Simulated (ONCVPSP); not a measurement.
# What one change does to a pseudopotential (bismuth (Bi), ONCV)

```
Element                 : Bi (Z = 83)
Generator               : ONCVPSP 4.0.1
Type                    : optimised norm-conserving Vanderbilt (ONCV)
Functional              : PBE
Relativity              : scalar-relativistic
Frozen core             : [Xe] 4f14 5d10
Valence charge          : 5
Reference configuration : 6s2 6p2.75 (charge +0.25)
Partial waves           : 6s: rc 1.75 bohr, ncon 4, nbas 9, qcut 3 1/bohr, 3 projectors, debl 2.3 Ha; 6p: rc 2.60 bohr, ncon 4, nbas 9, qcut 3.1 1/bohr, 3 projectors, debl 1 Ha
Local potential         : polynomial inside 1.45 bohr (lpopt 3, dvloc0 6 Ha)
Core correction         : Teter function, fcfact 2.5, rcfact 1.55
```

Change: local potential polynomial inside 1.30 bohr (lpopt 5, dvloc0 0 Ha).

Cutoffs: the cutoffs (Ha) at which the residual kinetic energy of the hardest occupied pseudo-wave falls to 1 and 0.1 mHa per electron; they do not see the model core or the augmentation charge, which bear on the density cutoff. Errors are all-electron minus pseudo energies relative to the spin-unpolarised reference configuration.

**Question.** How do hardness, ghosts and transferability respond?

**Answer.** The potential gets neither clearly harder nor softer (22 Ha and 64 Ha → 22 Ha and 64 Ha); both files keep a bound ghost (s); the lowest positive-energy flag moves from p at 147.1 eV to p at 35.9 eV; the errors of the 4 common tests hardly move; the range in which the s phases agree narrows (upper end at the end of the scan → 1.8); the range in which the p phases agree narrows (upper end 4.8 → 1.3).

| quantity | base | changed |
| --- | --- | --- |
| cutoff, loose | 22 Ha | 22 Ha |
| cutoff, tight | 64 Ha | 64 Ha |
| bound ghosts | s | s |
| GHOST(+) flags under 300 eV | p at 147.1 eV, s at 181.9 eV | p at 35.9 eV, s at 49.2 eV |
| error for 6s2 6p3, meV [ΔE -1.34 eV] | -0.9 | -0.9 |
| error for 6s2 6p2, meV [ΔE 6.57 eV] | -25 | -25 |
| error for 6s2 6p1, meV [ΔE 21.82 eV] | -172 | -172 |
| error for 6s1 6p3, meV [ΔE 17.39 eV] | -42 | -42 |
| s: phases at 1.77 bohr within 0.05 rad from the reference energy up to (Ha; the scan ends near 5) | to the end of the scan | 1.8 |
| p: phases at 2.65 bohr within 0.05 rad from the reference energy up to (Ha; the scan ends near 5) | 4.8 | 1.3 |
| rms error of d²Exc/dni dnj with the model core, mHa | 1.83 | 1.83 |

 A true bound ghost makes a file unfit for plane-wave use even where its test errors are small: the radial tests pick states by their node count and pass the ghost by.
